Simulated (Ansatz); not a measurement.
Mulliken charges of C$_{3}$H$_{2}$F$_{4}$ (`F[C@H]1[C@H](F)C1(F)F`) from r2SCAN/def2-TZVPP in Ansatz (PBE0-D4/def2-TZVP geometry).

```json
{"atom": "F1", "x (Å)": "-0.903", "y (Å)": "-0.472", "z (Å)": "1.700", "charge (e)": "-0.203"}
{"atom": "C2", "x (Å)": "0.047", "y (Å)": "-0.464", "z (Å)": "0.743", "charge (e)": "0.106"}
{"atom": "C3", "x (Å)": "-0.371", "y (Å)": "-0.366", "z (Å)": "-0.703", "charge (e)": "0.106"}
{"atom": "F4", "x (Å)": "0.251", "y (Å)": "-1.137", "z (Å)": "-1.618", "charge (e)": "-0.203"}
{"atom": "C5", "x (Å)": "0.335", "y (Å)": "0.770", "z (Å)": "-0.044", "charge (e)": "0.394"}
{"atom": "F6", "x (Å)": "-0.354", "y (Å)": "1.887", "z (Å)": "0.181", "charge (e)": "-0.177"}
{"atom": "F7", "x (Å)": "1.606", "y (Å)": "1.035", "z (Å)": "-0.343", "charge (e)": "-0.177"}
{"atom": "H8", "x (Å)": "0.908", "y (Å)": "-1.091", "z (Å)": "0.958", "charge (e)": "0.077"}
{"atom": "H9", "x (Å)": "-1.430", "y (Å)": "-0.209", "z (Å)": "-0.892", "charge (e)": "0.077"}
```

Task: By hand: the dipole of these point charges (1 e Å = 4.8032 D).

Result: Σ q r = (-0.032, -0.075, 0.004) e Å, of length 0.082 e Å = 0.39 D.

Task: How does the dipole of the full density compare? (Estimate.)

Result: The calculation gave: (-0.066, -0.158, 0.009) e Å, 0.82 D; the point charges give 0.48 times that, at 0° from its direction.

Point charges leave out the atoms' own dipoles, such as those of lone pairs, and Mulliken's split depends on the basis, so the two needn't agree.
